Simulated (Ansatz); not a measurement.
Q: Name a neutral molecule of C, N, O, Si and H with HOMO energy (PBE/def2-TZVPP) between -7.60 and -7.30 eV and HOMO–LUMO gap (ωB97M-V/def2-TZVPP) between 12.60 and 12.90 eV (Ansatz, PBE0-D4/def2-TZVP geometry).

A: `O=C=N[SiH3]` (-7.33 eV, 12.62 eV); `CO[SiH](C#N)OC` (-7.30 eV, 12.61 eV); `O=C=N[SiH2]N=C=O` (-7.41 eV, 12.66 eV); `O=C=N[SiH](N=C=O)N=C=O` (-7.57 eV, 12.85 eV). Other molecules can fit too; these were computed, each in one conformer that needn't be the lowest.
